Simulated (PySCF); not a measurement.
Task: What does the PBE0-D3(BJ)/def2-SVP structure of `C[Se]c1ccc(Cl)cc1` look like in three dimensions?

Result: 
```xyz
16
C7H7ClSe angstrom
C      3.0254   -0.3424    0.0743
Se     1.9937    1.2922    0.1401
C      0.2321    0.5791    0.1922
C     -0.0560   -0.7881    0.2480
C     -1.3759   -1.2335    0.2879
C     -2.4177   -0.3106    0.2740
Cl    -4.0588   -0.8634    0.3221
C     -2.1470    1.0570    0.2196
C     -0.8292    1.4954    0.1782
H      4.0767   -0.0303    0.0127
H      2.7733   -0.9322   -0.8175
H      2.8837   -0.9387    0.9859
H      0.7443   -1.5296    0.2624
H     -1.5985   -2.3011    0.3307
H     -2.9710    1.7723    0.2078
H     -0.6267    2.5688    0.1317
```

Orientation and origin are arbitrary. Atoms count from 1 in this order. The C–Se distances run from 1.901 Å (Se2–C3, drawn single) to 1.934 Å (C1–Se2, drawn single), a spread of 0.033 Å. The 6-membered ring C3–C4–C5–C6–C8–C9 has internal angles of 118.9° to 120.8° (sum 720°, against 720° for a flat polygon); it is planar, 0.00 Å rms from its mean plane, widest ring torsion 0°. Of the pairs four or more bonds apart, C1···H13 is among the closest relative to their van der Waals radii: 2.58 Å, 89 % of the sum of Bondi's values. Se2 (selenium bonded to 2 C) is bent (angle 100.3°).

Bonds between heavy atoms (Å): C1–Se2 1.934, Se2–C3 1.901, C3–C4 1.398, C4–C5 1.394, C5–C6 1.392, C6–Cl7 1.732, C6–C8 1.395, C8–C9 1.389, C3–C9 1.402.

Theory: PBE0-D3(BJ)/def2-SVP geometry optimisation, gas phase (PySCF).

Point group: near Cs, missed by 0.12 Å at most; the miss may be what the optimiser left on a soft mode. No frequency check. The numbers are those of one conformer (C1–Se2–C3–C4 3°).
